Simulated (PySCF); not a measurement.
# Polarisability as a sum over states

Species: C₄H₁₃PSi₂.
Geometry (PBE0-D3(BJ)/def2-SVP, Å), atoms numbered from 1 in this order:
```xyz
20
C4H13PSi2 angstrom
C     -1.8915    1.3436   -1.0560
C     -1.5409   -0.0656   -0.6636
C     -2.0841   -0.6796    0.5845
C     -0.6173   -0.3183    0.5073
Si     0.7115   -1.6183    0.3759
P      2.2124   -0.9088   -1.1737
Si     2.7084    1.0247   -0.1150
H     -2.8419    1.3795   -1.6118
H     -1.1100    1.7846   -1.6946
H     -1.9979    1.9851   -0.1670
H     -1.4231   -0.7515   -1.5122
H     -2.3626   -1.7376    0.5720
H     -2.7179   -0.0585    1.2248
H     -0.3320    0.5802    1.0694
H      1.3685   -1.8786    1.6953
H      0.1028   -2.8931   -0.1201
H      3.3263   -1.6258   -0.6346
H      1.6702    2.0310   -0.4905
H      2.7357    0.9114    1.3784
H      4.0424    1.5047   -0.5864
```

Method: PySCF, TDDFT CAM-B3LYP/def2-SVPD, vertical, gas phase, core orbitals frozen in the response.

Excitation energies and transition dipoles (atomic units, axes of the coordinates) of those of the lowest 10 singlets that add 0.02 au or more to the mean polarisability:

```tsv
state	ΔE (hartree)	μx	μy	μz
S1	0.2253	0.159	-0.121	-0.272
S2	0.2351	-0.059	-0.271	-0.492
S3	0.2411	0.445	0.357	-0.242
S4	0.2540	-0.350	0.057	0.430
S5	0.2591	0.008	0.118	0.089
S6	0.2687	-0.501	-0.630	0.084
S7	0.2779	0.815	0.676	0.027
S8	0.2800	0.146	0.235	0.087
S9	0.2808	-0.320	0.139	0.255
S10	0.2833	-0.043	-0.097	-0.297
```

**Question.** What does each state add to αxx, αyy and αzz, and how do the sums compare with the full static tensor?

**Answer.** Each state adds 2 μα² / ΔE.

```csv
state,αxx (au),αyy (au),αzz (au)
S1,0.22,0.13,0.66
S2,0.03,0.62,2.06
S3,1.64,1.06,0.49
S4,0.96,0.03,1.46
S5,0.00,0.11,0.06
S6,1.87,2.95,0.05
S7,4.78,3.29,0.01
S8,0.15,0.40,0.05
S9,0.73,0.14,0.46
S10,0.01,0.07,0.62
all 10 states,10.4,8.8,5.9
full response,143.5,129.9,115.4
share (%),7,7,5
```

The rest comes from the higher roots of the same response equations.

**Question.** Give the full tensor and its principal values.

**Answer.** In au, rows and columns x, y, z:
```
x   143.5   5.0  -4.2
y     5.0 129.9  -3.0
z    -4.2  -3.0 115.4
```
Principal values 114.4, 128.4 and 146.0 au; mean 129.6 au (19.21 Å³).

**Question.** By how much does the contribution of these states grow at 589.3 nm?

**Answer.** With ω = 0.0773 hartree each state's term in the mean polarisability goes from f / ΔE² to f / (ΔE² − ω²), f = (2/3) ΔE |μ|²; the sum over all 10 states goes from 8.37 to 9.18 au, a rise of 0.81 au.

One conformer stands for the species.
